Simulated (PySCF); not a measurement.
C3H5BFNO, SMILES CB(F)/C=N/C=O.

Geometry: B3LYP-D3(BJ)/def2-SVP. The structure was generated by enumeration; whether it is a known compound was not checked. One conformer was computed; it need not be the lowest.

Level of theory: PySCF with PBE/def2-TZVP.

Gas-phase values at a fixed geometry.

```json
{
 "total_energy": "-371.75488 hartree",
 "highest_occupied_level": "-6.08 eV",
 "lowest_empty_level": "-3.64 eV",
 "orbital_gap": "2.44 eV",
 "dipole_moment": "3.04 D",
 "quadrupole, principal values (traceless, Buckingham form, about the centre of nuclear charge)": "-13.03, 3.62, 9.40 D·Å",
 "mean_static_polarisability": "63.4 bohr³ (9.39 Å³)",
 "polarisability_principal_values": "44.4, 57.5, 88.2 bohr³"
}
```
